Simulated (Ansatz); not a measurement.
Program: Ansatz. Geometries: PBE0-D4/def2-TZVP. ΔE: electronic, gas phase. CCSD(T)/CBS is the MP2 limit (def2-TZVPP, def2-QZVPP) plus CCSD(T) − MP2 in def2-TZVPP, frozen cores. This one scheme is used for every species, atoms too. DFT in def2-TZVPP. No spin–orbit coupling; open shells (•) take unrestricted orbitals. Spin–orbit coupling would lower the free atoms: a little for C, S; clearly for Ge. For Ge outer-core shells are correlated without core-valence functions, so the limit isn't a true one: a few kJ/mol of doubt a bond, and 10 to 20 or more in all where bonds break to atoms. Scalar relativity is left out up to krypton. Each species was taken in one conformer, which may not be the lowest.

Reaction (atomization): `[SH][GeH2][C]1=NC1` → 2 C• + Ge• + 5 H• + N• + S•

`[SH][GeH2][C]1=NC1`:

Cartesian coordinates in Å:
```
S -1.830 1.152 -1.822
Ge -1.472 -0.106 -0.033
C 0.454 -0.092 0.183
N 1.424 0.427 -0.416
C 1.736 -0.420 0.794
H -0.511 1.378 -1.971
H -1.945 -1.550 -0.247
H -2.125 0.488 1.222
H 2.201 -1.384 0.607
H 2.069 0.106 1.683
```

Question: What is ΔE at CCSD(T)/CBS? (An estimate is asked.)

Answer: Ansatz gave: +832.5 kcal/mol.

Question: What do these levels give: ωB97X-V, PBE, HF/def2-TZVPP, MP2/def2-TZVPP, SCS-MP2/def2-QZVPP, MP2/CBS(def2)? (Best estimate.)

Answer: Computed: ωB97X-V 839.7, PBE 853.7, HF/def2-TZVPP 559.1, MP2/def2-TZVPP 825.3, SCS-MP2/def2-QZVPP 837.2, MP2/CBS(def2) 848.2 kcal/mol.

Largest T1 diagnostic among the species: 0.012.

In def2-TZVPP, CCSD(T) changes the Hartree–Fock value by +250.5 kcal/mol (the triples alone add +18.3 kcal/mol) and MP2 by +266.2 kcal/mol; breaking electron pairs costs correlation energy, which Hartree–Fock lacks. The D4 term adds +9.1 kcal/mol with B3LYP and +4.8 kcal/mol with PBE0; it sums over pairs of atoms, weighted by their polarisabilities, and B3LYP, whose exchange is more repulsive, gets the larger term.

B3LYP here is the variant with VWN-RPA as its local correlation; programs differ in this.

For atomizations the MP2-based limit and the directly extrapolated one differ by several kJ/mol either way, and by 10 to 25 for some Ge, Se and Sn compounds, so smaller differences from it don't rank the levels.
